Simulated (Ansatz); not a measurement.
System: ZrF, charge 0, multiplicity 2. The spin state was set by rule; other spins were not relaxed. 
Coordinates optimised at B3LYP-D3(BJ)/def2-TZVP (Ansatz, an electronic-structure program):
```
F
Zr 1 1.8673
```
Charge 0, spin multiplicity 2.

Dipole moments at this geometry, in debye (magnitudes).

```
level                 program  dipole (D)
--------------------  -------  ----------
BLYP/def2-TZVPD        Ansatz        1.81
revPBE/def2-TZVPD      Ansatz        1.89
r2SCAN/def2-TZVPD      Ansatz        2.26
PBE0/def2-TZVPD        Ansatz        2.01
r2SCANh/def2-TZVPD     Ansatz        2.31
HSE06/def2-TZVPD       Ansatz        2.02
CAM-B3LYP/def2-TZVPD   Ansatz        1.91
wB97X-V/def2-TZVPD     Ansatz        1.72
CCSD(T)/def2-SVPD      Ansatz        1.19
```
